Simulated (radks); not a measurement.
These are the eigenvalues of the occupied orbitals of an atom or ion with whole-number occupations (hartree). All-electron calculation, scalar-relativistic Kohn-Sham, BLYP, spin-polarised, spherical densities, finite nucleus; Fermi nuclear charge, rms radius of each element as measured or else 0.836 A^(1/3) + 0.57 fm. Program: a radial shooting solver on a logarithmic mesh with Libxc functionals.

orbital  eigenvalue
1s up     -1459.410
1s down   -1458.828
2s up     -357.9504

Which element is it, and in what charge state? The configuration may be excited. Open shells, if any, are filled with parallel spins first.

Answer. Z = 54, xenon, charge +51: Xe51+ in [He] 2s1. The list shows which subshells hold electrons but not how many an open one holds; the 1s level, -1459.4 hartree, gives Z - s = 54.0 by -(Z - s)^2/2, which with screening and relativity narrows Z to a few neighbours, and the depths of the outer levels then fix element, charge and occupations together.
